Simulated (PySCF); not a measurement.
Record of a relaxation.

Species: C3H5ClGeO.
Atom-mapped SMILES: `[Cl:1][GeH2:2][O:3][C:4]1=[CH:5][CH2:6]1` (hydrogens: H7, H8 on Ge2; H9 on C5; H10, H11 on C6)

Method: PySCF, PBE0-D3(BJ)/def2-SVP geometry optimisation, gas phase; density fitting, grid level 1; the optimiser is geomeTRIC in internal coordinates, started from a GFN2-xTB structure. The frame can shift and turn from step to step; on so coarse a grid that alone can change the energy by a few meV, and forces under 0.02 eV/Å are noise.

Step 0: E = -74247.2299 eV, largest atomic force 1.053 eV/Å
```
atom  x, y, z in Å  |  force x, y, z in eV/Å
Cl1     2.480    1.433   -0.594    0.316   0.953  -0.319
Ge2     2.040   -0.517    0.018   -0.385  -0.749   0.168
O3      0.516   -0.478    0.931   -0.896   0.052   0.471
C4     -0.680   -0.070    0.532    0.306   0.066  -0.457
C5     -1.936    0.150    0.768    0.804  -0.128  -0.210
C6     -1.445    0.470   -0.630    0.286  -0.246   0.523
H7      1.898   -1.428   -1.180   -0.043  -0.133  -0.383
H8      2.933   -1.023    1.110    0.531  -0.059   0.277
H9     -2.782    0.149    1.408   -0.820   0.012   0.572
H10    -1.706   -0.188   -1.456   -0.174  -0.331  -0.462
H11    -1.312    1.505   -0.932    0.075   0.562  -0.179
```

Step 1: E = -74247.3413 eV, largest atomic force 0.678 eV/Å
```
atom  x, y, z in Å  |  force x, y, z in eV/Å
Cl1     2.437    1.471   -0.534   -0.068  -0.303   0.119
Ge2     1.971   -0.552    0.090   -0.149   0.169   0.117
O3      0.442   -0.518    1.071    0.617  -0.024  -0.281
C4     -0.684   -0.077    0.543   -0.271  -0.019   0.181
C5     -1.943    0.176    0.717   -0.063  -0.009   0.074
C6     -1.361    0.456   -0.664   -0.002   0.031  -0.125
H7      1.761   -1.401   -1.175   -0.023   0.082   0.110
H8      3.024   -1.038    1.095   -0.122   0.049  -0.104
H9     -2.843    0.208    1.325    0.043   0.024  -0.085
H10    -1.608   -0.215   -1.508    0.015   0.026   0.005
H11    -1.185    1.498   -0.984    0.023  -0.028  -0.010
```

Step 2: E = -74247.3574 eV, largest atomic force 0.108 eV/Å
```
atom  x, y, z in Å  |  force x, y, z in eV/Å
Cl1     2.427    1.481   -0.477   -0.014  -0.098   0.035
Ge2     1.952   -0.544    0.084   -0.043   0.098   0.007
O3      0.452   -0.522    1.080    0.070   0.023  -0.006
C4     -0.686   -0.082    0.567   -0.001  -0.033  -0.006
C5     -1.942    0.195    0.720    0.043  -0.005  -0.010
C6     -1.336    0.430   -0.663   -0.038   0.011  -0.025
H7      1.700   -1.347   -1.193   -0.013   0.001  -0.016
H8      3.008   -1.068    1.051    0.012  -0.015   0.007
H9     -2.850    0.261    1.310   -0.013   0.017  -0.019
H10    -1.582   -0.256   -1.494   -0.005  -0.002   0.019
H11    -1.133    1.458   -1.009    0.002   0.002   0.014
```

Step 3: E = -74247.3593 eV, largest atomic force 0.070 eV/Å
```
atom  x, y, z in Å  |  force x, y, z in eV/Å
Cl1     2.456    1.482   -0.427   -0.002   0.001  -0.005
Ge2     1.948   -0.542    0.084    0.024  -0.002  -0.022
O3      0.455   -0.518    1.082   -0.047   0.030   0.043
C4     -0.683   -0.078    0.568    0.005  -0.025  -0.011
C5     -1.937    0.214    0.721    0.039   0.005   0.010
C6     -1.337    0.415   -0.669   -0.019  -0.018  -0.007
H7      1.675   -1.308   -1.211   -0.005  -0.001  -0.012
H8      2.999   -1.106    1.034    0.008  -0.017   0.004
H9     -2.843    0.301    1.310   -0.011   0.012  -0.003
H10    -1.596   -0.287   -1.481    0.006   0.007  -0.004
H11    -1.127    1.435   -1.036    0.000   0.008   0.007
```

Step 4: E = -74247.3600 eV, largest atomic force 0.064 eV/Å
```
atom  x, y, z in Å  |  force x, y, z in eV/Å
Cl1     2.468    1.478   -0.410    0.005   0.029  -0.013
Ge2     1.944   -0.544    0.082    0.023  -0.036  -0.023
O3      0.455   -0.514    1.089   -0.041   0.020   0.045
C4     -0.682   -0.075    0.573    0.019  -0.019  -0.027
C5     -1.933    0.227    0.724   -0.006   0.000   0.005
C6     -1.335    0.408   -0.670    0.008   0.008   0.005
H7      1.653   -1.291   -1.220   -0.001  -0.001  -0.001
H8      2.995   -1.133    1.019   -0.003  -0.007  -0.002
H9     -2.839    0.329    1.311   -0.001   0.007   0.002
H10    -1.597   -0.300   -1.476   -0.006  -0.006   0.007
H11    -1.120    1.423   -1.046    0.004   0.007   0.001
```

Step 5: E = -74247.3604 eV, largest atomic force 0.038 eV/Å
```
atom  x, y, z in Å  |  force x, y, z in eV/Å
Cl1     2.480    1.469   -0.403    0.007   0.024  -0.011
Ge2     1.938   -0.552    0.078    0.002  -0.036  -0.011
O3      0.457   -0.509    1.097   -0.002   0.004   0.021
C4     -0.679   -0.069    0.579   -0.004  -0.006  -0.014
C5     -1.927    0.243    0.729   -0.017   0.002   0.008
C6     -1.331    0.405   -0.667    0.013   0.013   0.005
H7      1.625   -1.281   -1.230    0.000  -0.003   0.005
H8      2.989   -1.164    0.999   -0.005   0.003  -0.004
H9     -2.833    0.360    1.314    0.008   0.004   0.007
H10    -1.599   -0.310   -1.465   -0.003   0.000  -0.001
H11    -1.109    1.415   -1.054    0.001  -0.004  -0.005
```

Step 6: E = -74247.3603 eV, largest atomic force 0.033 eV/Å
```
atom  x, y, z in Å  |  force x, y, z in eV/Å
Cl1     2.487    1.453   -0.414    0.004  -0.001  -0.005
Ge2     1.931   -0.564    0.070   -0.015  -0.012   0.006
O3      0.459   -0.505    1.105    0.029  -0.008  -0.013
C4     -0.675   -0.063    0.586   -0.018   0.004  -0.001
C5     -1.921    0.259    0.736   -0.021   0.000  -0.002
C6     -1.326    0.410   -0.662    0.015   0.019   0.009
H7      1.597   -1.287   -1.236   -0.001  -0.005   0.006
H8      2.984   -1.192    0.979   -0.002   0.008  -0.003
H9     -2.825    0.388    1.321    0.011   0.003   0.010
H10    -1.601   -0.307   -1.456   -0.004  -0.002   0.002
H11    -1.097    1.416   -1.053    0.000  -0.006  -0.009
```

Step 7: E = -74247.3601 eV, largest atomic force 0.041 eV/Å
```
atom  x, y, z in Å  |  force x, y, z in eV/Å
Cl1     2.488    1.443   -0.428    0.001  -0.018  -0.002
Ge2     1.929   -0.572    0.065   -0.017   0.007   0.013
O3      0.460   -0.505    1.105    0.030  -0.008  -0.026
C4     -0.674   -0.060    0.588   -0.016   0.006   0.009
C5     -1.919    0.265    0.741   -0.009  -0.001  -0.007
C6     -1.325    0.416   -0.658    0.009   0.014   0.008
H7      1.589   -1.300   -1.237   -0.003  -0.006   0.003
H8      2.983   -1.198    0.974    0.001   0.006  -0.002
H9     -2.821    0.395    1.328    0.008   0.004   0.009
H10    -1.603   -0.299   -1.453   -0.003   0.000   0.002
H11    -1.094    1.423   -1.049    0.000  -0.004  -0.006
```

Step 8: E = -74247.3601 eV, largest atomic force 0.026 eV/Å
```
atom  x, y, z in Å  |  force x, y, z in eV/Å
Cl1     2.490    1.439   -0.432   -0.001  -0.016  -0.003
Ge2     1.929   -0.574    0.064   -0.011   0.008   0.009
O3      0.460   -0.505    1.104    0.013  -0.004  -0.023
C4     -0.674   -0.059    0.587   -0.005   0.003   0.011
C5     -1.919    0.266    0.742   -0.002  -0.001  -0.009
C6     -1.326    0.418   -0.657    0.005   0.009   0.008
H7      1.589   -1.304   -1.237   -0.003  -0.007   0.001
H8      2.982   -1.198    0.974    0.002   0.003   0.000
H9     -2.820    0.396    1.331    0.004   0.006   0.008
H10    -1.605   -0.296   -1.452   -0.003   0.001   0.002
H11    -1.095    1.425   -1.048    0.000  -0.002  -0.005
```

Step 9: E = -74247.3600 eV, largest atomic force under 0.02 eV/Å
```
atom  x, y, z in Å  |  force x, y, z in eV/Å
Cl1     2.492    1.438   -0.433   -0.001  -0.013  -0.004
Ge2     1.929   -0.575    0.063   -0.006   0.005   0.005
O3      0.460   -0.505    1.103    0.005  -0.003  -0.016
C4     -0.674   -0.059    0.587   -0.001   0.002   0.010
C5     -1.919    0.267    0.743   -0.002  -0.001  -0.007
C6     -1.327    0.419   -0.657    0.004   0.008   0.007
H7      1.589   -1.306   -1.237   -0.003  -0.007   0.000
H8      2.982   -1.199    0.974    0.002   0.002   0.000
H9     -2.819    0.397    1.333    0.004   0.006   0.007
H10    -1.607   -0.295   -1.452   -0.002   0.000   0.002
H11    -1.096    1.426   -1.047    0.001  -0.001  -0.004
```

Problem. Summarise the path.

Solution. The energy falls by 3.00 kcal/mol from step 0 to step 9; nine tenths of that is first reached at step 2. It never rises by more than 0.2 meV. The largest force goes from 1.053 to under 0.02 eV/Å. Among the bonds Cl1–Ge2 changes most, from 2.091 to 2.148 Å; the atoms move by 0.181 Å rms after alignment.

Problem. Follow the three bonds and two angles with the largest change from start to end.

Solution. 
| step | E above end (kcal/mol) | largest force (eV/Å) | Cl1–Ge2 (Å) | Ge2–H8 (Å) | C5–H9 (Å) | Ge2–O3–C4 (°) | O3–Ge2–H8 (°) |
| --- | --- | --- | --- | --- | --- | --- | --- |
| 0 | 3.00 | 1.053 | 2.091 | 1.499 | 1.060 | 128.8 | 98.3 |
| 1 | 0.43 | 0.678 | 2.167 | 1.535 | 1.087 | 120.6 | 103.3 |
| 2 | 0.06 | 0.108 | 2.154 | 1.525 | 1.084 | 120.4 | 103.3 |
| 3 | 0.02 | 0.070 | 2.148 | 1.525 | 1.084 | 120.2 | 103.4 |
| 4 | 0.00 | 0.064 | 2.146 | 1.526 | 1.084 | 119.9 | 103.5 |
| 5 | -0.01 | 0.038 | 2.147 | 1.526 | 1.085 | 119.5 | 103.6 |
| 6 | 0.00 | 0.033 | 2.148 | 1.526 | 1.085 | 119.1 | 103.6 |
| 7 | 0.00 | 0.041 | 2.149 | 1.526 | 1.085 | 119.0 | 103.6 |
| 8 | 0.00 | 0.026 | 2.149 | 1.526 | 1.084 | 119.1 | 103.6 |
| 9 | 0.00 | under 0.02 | 2.148 | 1.526 | 1.084 | 119.2 | 103.6 |

What follows is the cost of the whole optimisation. Hardware: an Arm Neoverse N1 with one thread, shared host with 32 logical CPUs at a one-minute load of 21. Cost: 85 s of wall time, 0.59 GiB resident at most.
